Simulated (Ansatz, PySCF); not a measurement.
Al(F)(Me)(SiH3) (CH6AlFSi), SMILES [CH3][Al]([F])[SiH3]. Atoms are numbered in the order given.

```xyz
10

Al     0.3082    -0.3256     0.2785
F      1.8067    -0.7105    -0.3656
C     -0.1337    -1.1144     1.9987
H     -0.1104    -2.2169     1.9391
H     -1.1259    -0.8202     2.3766
H      0.6141    -0.8320     2.7607
Si    -1.0555     1.1856    -1.0868
H     -2.4184     1.3929    -0.4994
H     -1.2366     0.6579    -2.4777
H     -0.4103     2.5336    -1.2074
```

Geometry: r2SCAN-D4/def2-SVP. A frequency run showed that this geometry is not a minimum. The structure was generated by enumeration; whether it is a known compound was not checked.

Vertical ionisation energy (IE) and electron affinity (EA) in eV. Rows of orbital energies are one-electron estimates. Where ΔSCF, EOM or ADC give a negative EA the extra electron is unbound and the value depends on the basis.

| level | IE | EA |
|---|---|---|
| −ε(HOMO), −ε(LUMO), ωB97X/def2-TZVP (PySCF) | 9.89 | -0.45 |
| −ε(HOMO), −ε(LUMO), PBE/def2-TZVP (PySCF) | 6.49 | 2.22 |
| ΔSCF, CAM-B3LYP/def2-SVPD (Ansatz), final states of multiplicity 2 and 2 | 9.79 | -0.18 |
| ΔSCF, PBE/def2-SVPD (Ansatz), final states of multiplicity 2 and 2 | … | … |

Task: Fill in the missing entries. (Estimate from the structure and the level; the computed values follow.)

Result: 
- ΔSCF, PBE/def2-SVPD (Ansatz, an electronic-structure program), final states of multiplicity 2 and 2, IE: 9.39
- ΔSCF, PBE/def2-SVPD (Ansatz), final states of multiplicity 2 and 2, EA: -0.02

Task: What vertical singlet–triplet gap does ΔSCF give with CAM-B3LYP/def2-SVPD (Ansatz) and with PBE/def2-SVPD (Ansatz)? (Estimate from the structure and the level; the computed values follow.)

Result: 4.40 and 3.93 eV (triplet above singlet where positive).
